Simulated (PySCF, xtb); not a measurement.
H8NSi3, SMILES [SiH2]N([SiH3])[SiH3] (connectivity only; charge and spin as stated), charge +1, multiplicity 1.

GFN2-xTB (xtb 6.7.1) at its own geometry gives an orbital gap of 3.27 eV.

Geometry optimised at PBE-D3(BJ)/def2-SVP. The multiplicity is an assumed one; no other spin state was optimised. The isomer is the one that the SMILES or the coordinates give; other isomers of the formula were not compared.

Question: What does PBE/def2-TZVP run with PySCF give? (The exact figures need the calculation; the answer reports its results.)

Answer: gap 3.74 eV (levels -12.18 and -8.44 eV).
